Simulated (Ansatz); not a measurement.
Start from `C[CH2][Mg][CH2]C` and change one element to get `C[CH2][Cd][CH2]C`.

Ansatz, PBE0-D4/def2-TZVP geometries, multiplicity 1. Each molecule was computed in one conformer, which needn't be the lowest.

Elements past krypton have def2 core potentials.

```json
{"property": "LUMO energy (B3LYP/def2-TZVPP) / eV", "`C[CH2][Mg][CH2]C`": "-0.76"}
{"property": "HOMO–LUMO gap (PBE0/def2-TZVPP) / eV", "`C[CH2][Mg][CH2]C`": "5.37"}
{"property": "HOMO energy (ωB97M-V/def2-TZVPP) / eV", "`C[CH2][Mg][CH2]C`": "-8.06"}
{"property": "LUMO energy (ωB97M-V/def2-TZVPP) / eV", "`C[CH2][Mg][CH2]C`": "0.49"}
{"property": "HOMO energy (B3LYP/def2-TZVPP) / eV", "`C[CH2][Mg][CH2]C`": "-5.70"}
{"property": "HOMO–LUMO gap (ωB97M-V/def2-TZVPP) / eV", "`C[CH2][Mg][CH2]C`": "8.55"}
```

Question: What does the change do to each property? (Estimate.)

Answer: Ansatz gave: 
```csv
property,`C[CH2][Cd][CH2]C`,shift
LUMO energy (B3LYP/def2-TZVPP) / eV,-0.44,0.32
HOMO–LUMO gap (PBE0/def2-TZVPP) / eV,6.06,0.69
HOMO energy (ωB97M-V/def2-TZVPP) / eV,-8.33,-0.27
LUMO energy (ωB97M-V/def2-TZVPP) / eV,1.12,0.63
HOMO energy (B3LYP/def2-TZVPP) / eV,-6.03,-0.33
HOMO–LUMO gap (ωB97M-V/def2-TZVPP) / eV,9.44,0.89
```

With PBE0 the HOMO falls by 0.33 eV and the LUMO rises by 0.36 eV, so the gap widens by about 0.69 eV. PBE moves the HOMO by -0.42 eV and ωB97M-V by -0.27 eV.

B3LYP here is the variant with VWN-RPA as its local correlation; programs differ in this.
